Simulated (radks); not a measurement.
Results of a calculation; reference values are marked as such.
The bismuth ion Bi5+, configuration [Xe] 4f14 5d10. Code: a radial shooting solver on a logarithmic mesh with Libxc functionals. Model: Dirac Kohn-Sham, PBEsol, spin-unpolarised, spherical densities, finite nucleus; Fermi nuclear charge, rms radius 5.5211 fm.

Spin-orbit splittings of the eigenvalues, e(l+1/2) - e(l-1/2), with zeta = 2 splitting/(2l+1) and mean radii in bohr:

| shell | occ. | splitting (eV) | zeta (eV) | <r> j=l-1/2 | <r> j=l+1/2 |
|---|---|---|---|---|---|
| 2p | 6 | ? | ? | 0.05389 | 0.06294 |
| 3p | 6 | 519.0 | 346.0 | 0.1616 | 0.1780 |
| 3d | 10 | 110.1 | 44.03 | 0.1545 | 0.1595 |
| 4p | 6 | 128.0 | 85.34 | 0.3778 | 0.4125 |
| 4d | 10 | 23.90 | 9.561 | 0.4161 | 0.4272 |
| 4f | 14 | 5.496 | 1.570 | 0.4379 | 0.4440 |
| 5p | 6 | 24.86 | 16.58 | 0.8831 | 0.9704 |
| 5d | 10 | 3.185 | 1.274 | 1.171 | 1.206 |

Estimate the 2p splitting.

Answer. 2318 eV (zeta = 1545 eV).
